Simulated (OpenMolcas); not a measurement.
## 3d3 along the 21-electron sequence

```yaml
Program: OpenMolcas 26.06
Method: CASSCF
Basis: ANO-R2
Scalar_Hamiltonian: X2C, finite nucleus
Spin-orbit_coupling: state interaction with AMFI integrals over the reference wave functions, term energies averaged over their components
```

Active space for each ion: 3 electrons in 10 orbitals (3d 4d).

Computed levels in cm-1 above 4F 3/2:

| Level | Cr3+ | Mn4+ | Fe5+ | Ni7+ |
| --- | --- | --- | --- | --- |
| 4F 5/2 | 249 | 366 | 515 | 956 |
| 4F 7/2 | 591 | 866 | 1212 | 2228 |
| 4F 9/2 | 1019 | 1486 | 2071 | 3761 |
| 4P 1/2 | 17318 | 20128 | 22807 | 28043 |
| 4P 3/2 | 17434 | 20284 | 23004 | 28310 |
| 2G 7/2 | 17452 | 20470 | 23363 | 29037 |
| 4P 5/2 | 17732 | 20731 | 23650 | 29595 |
| 2G 9/2 | 17819 | 20991 | 24070 | 30215 |
| 2H 9/2 | 23103 | 27073 | 30875 | 38450 |
| weight of 4F in the lowest level (%) | 100 | 100 | 100 | 100 |

Measured, with the error of the calculation in %. Measured levels: Cr3+ from Sugar and Corliss, J. Phys. Chem. Ref. Data 6, 317 (1977); Mn4+ from Corliss and Sugar, J. Phys. Chem. Ref. Data 6, 1253 (1977); Fe5+ from Corliss and Sugar, J. Phys. Chem. Ref. Data 11, 135 (1982); Ni7+ from Corliss and Sugar, J. Phys. Chem. Ref. Data 10, 197 (1981).

```tsv
Level	Cr3+	Mn4+	Fe5+	Ni7+
4F 5/2	236 (+5.8)	359 (+2.1)	511 (+0.7)	1012 (-5.5)
4F 7/2	556 (+6.4)	835 (+3.7)	1188 (+2.0)	2184 (+2.0)
4F 9/2	946 (+7.8)	1412 (+5.2)	2001 (+3.5)	3721 (+1.1)
4P 1/2	14059 (+23.2)	16434 (+22.5)	18738 (+21.7)	23261 (+20.6)
4P 3/2	14177 (+23.0)	16595 (+22.2)	18942 (+21.4)	23710 (+19.4)
2G 7/2	15052 (+15.9)	17892 (+14.4)	20616 (+13.3)	
4P 5/2	14471 (+22.5)	17049 (+21.6)	19611 (+20.6)	24669 (+20.0)
2G 9/2	15402 (+15.7)	18399 (+14.1)	21315 (+12.9)	
2H 9/2	21066 (+9.7)	24975 (+8.4)	28724 (+7.5)
```

The fine-structure level 4F 9/2 changes by a factor of 3.69 from Cr3+ to Ni7+. Its fourth root runs 5.65, 6.21, 6.75, 7.83, with steps per unit of Z of 0.56, 0.54, 0.54; equal steps would mean a (Z - σ)^4 law with constant σ.

4P 1/2 changes by a factor of 1.62 over the same range, with steps per unit of Z of +2810, +2680, +2620 cm-1.

Without dynamic correlation excited terms often stand tens of per cent too high (terms of higher spin than the ground term too low), and those without a measured partner can miss by more than the paired ones. Active for correlation alone: 4d; no level in the range computed is led by a configuration that fills it, so any true level of that kind is missing. Computed and measured levels are paired by configuration, term and J; levels that our copy of the source lacks, or whose pairing is in doubt (as where it misses far off the trend of its configuration), stay unpaired and out of the deviations. Only configurations of the active space appear.
